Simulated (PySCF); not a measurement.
**Basis and Hamiltonian dependence of the ionisation energy of W²⁺**

W²⁺ [Xe] 4f14 5d4 (5D) → W³⁺ [Xe] 4f14 5d3 (4F). Calculated with PySCF 2.14 from differences of total energies of unrestricted determinants, without spin-orbit coupling. Values in eV.

```csv
basis,Hamiltonian,functions,UHF,PBE,PBE0,MP2 (valence),CCSD(T) (valence),CCSD(T) (valence and next inner shell)
cc-pVDZ-PP with ECP60MDF,ECP,38,24.785,n/a,n/a,25.167,n/a,n/a
def2-TZVP with the def2 core potential (60 electrons),ECP,40,24.707,n/a,n/a,25.073,n/a,n/a
aug-cc-pVDZ-PP with ECP60MDF,ECP,54,24.783,26.071,25.958,25.171,25.243,n/a
def2-TZVPPD with the def2 core potential (60 electrons),ECP,59,24.681,25.977,25.866,25.158,25.228,25.495
aug-cc-pwCVDZ-PP with ECP60MDF,ECP,70,24.761,26.065,25.952,25.218,25.288,25.463
def2-QZVPPD with the def2 core potential (60 electrons),ECP,84,24.675,25.977,25.864,25.176,25.244,25.532
x2c-TZVPPall,spin-free X2C,97,24.768,26.022,25.915,25.609,25.727,n/a
ANO-RCC-VTZP,spin-free X2C,104,24.779,26.054,25.944,25.204,25.269,n/a
"x2c-TZVPPall with one added diffuse shell each of s, p, d, f type",spin-free X2C,113,24.768,26.021,25.914,25.602,25.720,n/a
"aug-cc-pVTZ-PP with one added diffuse shell each of s, p, d, f, g type with ECP60MDF",ECP,113,24.751,26.063,25.948,25.239,n/a,n/a
aug-cc-pwCVTZ-PP with ECP60MDF,ECP,122,24.749,26.061,25.946,25.256,25.323,n/a
aug-cc-pVQZ-PP with ECP60MDF,ECP,135,24.747,26.059,25.944,25.265,n/a,n/a
x2c-QZVPPall,spin-free X2C,144,24.784,n/a,n/a,n/a,n/a,n/a
```

Task: Estimate the row for aug-cc-pV5Z-PP with ECP60MDF (ECP, 197 functions).

Result: From the rows with the same Hamiltonian and similar size; the calculation gives UHF 24.74 (eV).

Frozen in the all-electron rows: valence and next inner shell: [Kr] 4d10 4f14; valence: [Xe] 4f14; with a core potential, the same shells as far as they lie outside it.

Between the lowest levels the reference is 26 ± 0.4 eV (semi-empirical (NIST evaluation); NIST Atomic Spectra Database, ionization energies); it includes spin-orbit coupling, which these numbers lack.
